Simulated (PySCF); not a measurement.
A structure optimised at PBE-D3(BJ)/def2-SVP, used in a PySCF frequency run:

```
C
F 1 1.3343
F 1 1.3343 2 108.73
Br 1 1.9620 2 109.21 3 -119.08
Br 1 1.9620 2 109.21 3 119.08
```
Charge 0, spin multiplicity 1.

**Question.** Write its SMILES, formula and point group.

**Answer.** FC(F)(Br)Br, CBr₂F₂, C2v

**Question.** What are its rotational constants (standard atomic weights)?

**Answer.** 3.1567, 1.0899, 0.94569 GHz
